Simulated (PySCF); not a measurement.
CH3Cl2FSi.
Atom-mapped SMILES: `[F:1][SiH2:2][CH:3]([Cl:4])[Cl:5]` (hydrogens: H6, H7 on Si2; H8 on C3)

The same species was optimised twice, with GFN2-xTB and with PBE0-D3(BJ)/def2-SVP (PySCF), and the same property calculations (PySCF, gas phase) were run on both structures.

```
       coordinate  GFN2-xTB  PBE0-D3(BJ)/def2-SVP  change
       Si2–H7 (Å)     1.451                 1.485  +0.034
       Si2–H6 (Å)     1.448                 1.482  +0.034
       Si2–C3 (Å)     1.922                 1.894  -0.028
       F1–Si2 (Å)     1.604                 1.623  +0.019
       C3–Cl5 (Å)     1.779                 1.790  +0.011
        C3–H8 (Å)     1.090                 1.098  +0.008
       C3–Cl4 (Å)     1.781                 1.775  -0.006
    H6–Si2–H7 (°)     118.6                 113.8    -4.8
   Si2–C3–Cl5 (°)     109.5                 105.1    -4.4
    F1–Si2–C3 (°)     105.2                 108.7    +3.5
   Cl4–C3–Cl5 (°)     109.5                 112.3    +2.8
    F1–Si2–H7 (°)     106.3                 108.4    +2.1
    F1–Si2–H6 (°)     107.3                 109.3    +2.0
    C3–Si2–H6 (°)     109.4                 108.1    -1.3
   Si2–C3–Cl4 (°)     109.7                 110.7    +1.0
F1–Si2–C3–Cl4 (°)        67                    62      -5
```

Rotational constants: A = 3065, B = 1711, C = 1165 MHz (GFN2-xTB) against A = 2962, B = 1760, C = 1163 MHz (PBE0-D3(BJ)/def2-SVP). Point groups within 0.08 Å: C1 and C1.

On the GFN2-xTB structure: HOMO (eV) -8.47 [PBE0/pcSseg-1]; LUMO (eV) -0.42 [PBE0/pcSseg-1]; dipole (D) 1.53 [PBE0/pcSseg-1]; GIAO shielding of F1 (ppm) 381.6 [PBE0/pcSseg-1]; GIAO shielding of Si2 (ppm) 357.6 [PBE0/pcSseg-1]; GIAO shielding of C3 (ppm) 115.6 [PBE0/pcSseg-1]; GIAO shielding of Cl4/Cl5 (mean) (ppm) 750.5 [PBE0/pcSseg-1].

Question: What do these properties become on the PBE0-D3(BJ)/def2-SVP structure?

Answer: 
```
                                    property          level  on GFN2-xTB  on PBE0-D3(BJ)/def2-SVP  change
                                   HOMO (eV)  PBE0/pcSseg-1        -8.47                    -8.55   -0.08
                                   LUMO (eV)  PBE0/pcSseg-1        -0.42                    -0.58   -0.16
                                  dipole (D)  PBE0/pcSseg-1         1.53                     1.29   -0.24
energy, GFN2-xTB geometry as zero (kcal/mol)  PBE0/pcSseg-1          0.0                     -1.5    -1.5
                  GIAO shielding of F1 (ppm)  PBE0/pcSseg-1        381.6                    373.3    -8.3
                 GIAO shielding of Si2 (ppm)  PBE0/pcSseg-1        357.6                    364.8    +7.2
                  GIAO shielding of C3 (ppm)  PBE0/pcSseg-1        115.6                    115.6     0.0
      GIAO shielding of Cl4/Cl5 (mean) (ppm)  PBE0/pcSseg-1        750.5                    761.5   +11.0
```

The heavy atoms differ by 0.062 Å rms after alignment. Among all bonds Si2–H6 and Si2–H7 change most and about equally (+0.034 Å). Changes are differences of the printed values. Neither structure is proved a minimum here.

The values belong to the conformer `[F:1][SiH2:2][CH:3]([Cl:4])[Cl:5]`: F1–Si2–C3–Cl4 62°.
